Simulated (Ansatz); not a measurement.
Reactions of C$_{7}$H$_{8}$FIn (`[CH3][In]([F])[c]1ccccc1`).

Gas-phase electronic energies from Ansatz, PBE0-D4/def2-TZVP geometries. CCSD(T)/CBS adds triple-zeta CCSD(T) − MP2 to the extrapolated MP2 energy (def2 sets, frozen cores). This one scheme is used for every species. DFT in def2-TZVPP. def2 core potentials past Kr. For Ge, In, Te outer-core shells are correlated without core-valence functions, which leaves a few kJ/mol of doubt a bond. Scalar relativity is left out up to krypton. Each species was taken in one conformer, which may not be the lowest.

```csv
reaction,HF/CBS(def2) (kcal/mol),CCSD/CBS(def2) (kcal/mol),CCSD(T)/def2-SVP (kcal/mol),ωB97X-V (kcal/mol)
`[CH3][In]([F])[c]1ccccc1` + H₂O → `[CH3][In]([OH])[F]` + `c1ccccc1`,-12.9,-8.5,-9.0,-9.8
`[CH3][In]([F])[c]1ccccc1` + GeH₄ → `[CH3][In]([F])[GeH3]` + `c1ccccc1`,-17.8,-16.1,-14.5,-15.6
`[CH3][In]([F])[c]1ccccc1` + `N#CCC(F)(F)F` → `[CH3][In]([F])[C]#N` + `FC(F)(F)Cc1ccccc1`,-14.6,-11.5,-12.8,-12.4
`[CH3][In]([F])[c]1ccccc1` + H₂Te → `[CH3][In]([F])[TeH]` + `c1ccccc1`,-37.7,-34.0,-33.0,-32.6
```

Problem. Give the CCSD(T)/CBS values in the same order. (Best estimate.)

Solution. Ansatz gave: -7.8, -15.0, -11.1, -33.2 kcal/mol.

Largest T1 diagnostic: 0.016, for `[CH3][In]([OH])[F]`.
